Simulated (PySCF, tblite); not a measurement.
Isomers of [C6H7ClO2]+ (charge +1 and doublet state), one GFN2-xTB conformer each. Single-point energies are computed at B3LYP/pcH-1 (PySCF, gas phase, no added dispersion term), electronic only. GFN2-xTB treats the open shell by occupation alone, and not every SCF solution was tested for stability.

Question: Rank them by B3LYP/pcH-1 energy, lowest first (kcal/mol).
A. `[O:1]=[CH:2][O:3][C@@H:4]1[CH+:5][CH:6][C@@H:7]1[CH2:8][Cl:9]` (charge +1 and doublet state) with O1–C2–O3–C4 3°, C2–O3–C4–C5 -136°, C6–C7–C8–Cl9 -18°
B. `[CH2+:1][C:2]([Cl:3])[C@@H:4]1[O:5][C@H:6]([CH3:7])[C:8]1=[O:9]` (charge +1 and doublet state) with H–C1–C2–Cl3 5° and -179°, C1–C2–C4–O5 -7°

Answer: B (0.0), A (8.5).

GFN2-xTB itself gives, in the same order: 0.0, 4.9. Both levels put the same isomer lowest.

Question: What happens when harmonic zero-point energies from GFN2-xTB frequencies are added?

Answer: 
```
                           SMILES  ZPE (kcal/mol)  electronic (kcal/mol)  with ZPE (kcal/mol)
[CH2+][C](Cl)[C@@H]1O[C@H](C)C1=O            70.7                    0.0                  0.0
   O=CO[C@@H]1[CH+][CH][C@@H]1CCl            71.6                    8.5                  9.5
```

The zero-point energies span 0.9 kcal/mol. The order is unchanged.
